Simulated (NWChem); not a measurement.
System: ZrO2; SMILES [Zr](=[O])=[O]

The following NWChem deck was run.

```
start job
memory heap 200 mb stack 900 mb global 1100 mb
geometry units angstroms noautoz
  Zr     0.000000     0.000000     0.283689
  O      1.425531     0.000000    -0.750882
  O     -1.425531     0.000000    -0.750882
end
basis spherical
  * library def2-svp
end
ecp
  Zr library def2-ecp
end
dft
  xc xcamb88 1.00 lyp 0.81 vwn_5 0.19 hfexch 1.00
  cam 0.33 cam_alpha 0.19 cam_beta 0.46
  iterations 150
  vectors input atomic output neutral.movecs
end
task dft energy
charge 1
dft
  odft
  mult 2
  vectors input atomic output cation.movecs
end
task dft energy
```

The geometry was optimised at PBE0/def2-SVP. Not confirmed as a minimum by frequencies. def2 effective core potentials on Zr; no spin-orbit coupling.

Ions are spin-unrestricted doublets at the neutral geometry; other ion states weren't tried.

Problem. What results follow from this input? (CAM-B3LYP/def2-SVP with def2 effective core potentials on Zr, vertical spin-unrestricted ions.) Quantities: vertical ionisation energy, ΔSCF (eV); −ε(HOMO) (eV).

Solution. 
* **vertical ionisation energy, ΔSCF (eV)**: 9.09
* **−ε(HOMO) (eV)**: 8.01
